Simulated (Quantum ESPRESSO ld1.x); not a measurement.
The numbers below are computed, except where a source is named.
Species: V III. Configuration: [Ar] 3d3. Level of theory: Dirac Kohn-Sham, PBE, spin-unpolarised, spherical densities, point nucleus; open shells fill j = l - 1/2 first (ld1.x of Quantum ESPRESSO 7.5).

Radial electron density D(r) = 4 pi r^2 rho(r):

r (bohr),D(r) (e/bohr)
0.003388,1.095
0.003944,1.440
0.004555,1.859
0.005303,2.424
0.006124,3.101
0.00713,3.995
0.008234,5.044
0.009586,6.397
0.01107,7.937
0.01289,9.854
0.01488,11.94
0.01733,14.41
0.02001,16.94
0.0233,19.69
0.0269,22.21
0.03132,24.57
0.03617,26.29
0.04211,27.32
0.04863,27.42
0.05616,26.63
0.06538,25.04
0.07551,23.20
0.08791,21.51
0.1015,20.76
0.1182,21.33
0.1365,23.19
0.1589,26.01
0.1835,28.51
0.2136,29.71
0.2467,28.60
0.2872,24.92
0.3317,19.84
0.3862,14.40
0.446,10.66
0.5192,9.099
0.5996,9.599
0.698,10.98
0.8061,11.77
0.9385,11.21
1.084,9.423
1.252,7.004
1.457,4.521
1.683,2.688
1.959,1.419
2.263,0.7270
2.634,0.3403
3.042,0.1560
3.541,0.06177
4.09,0.02215
4.761,0.006072
5.499,0.001393
6.401,0.0002166

D(r) has 3 maxima, at r = 0.0460, 0.215, 0.826 bohr, and minima at 0.103, 0.532 bohr, inside which lie 2.13, 10.50 electrons.
